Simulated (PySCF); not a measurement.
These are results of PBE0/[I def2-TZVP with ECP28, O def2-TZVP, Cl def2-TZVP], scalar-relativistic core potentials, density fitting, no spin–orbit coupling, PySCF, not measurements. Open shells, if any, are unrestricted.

**Question.** What shape and geometry does isolated singlet IOCl take (every ligand bound to I)?

**Answer.** Counting electrons, iodine keeps 4 of its valence electrons outside its bonds, so the VSEPR class is AX2E2 and the expected shape is bent; with unlike ligands the computed point group is Cs. The lowest minimum found is a singlet of Cs symmetry with I–Cl 2.359 Å, I–O 1.802 Å; Cl–I–O 107.2°. Its harmonic wavenumbers are 183 (a'), 350 (a'), 832 (a') cm⁻¹ and its dipole moment is 3.20 D.

Only a few start shapes were tried, so a lower isomer may exist.
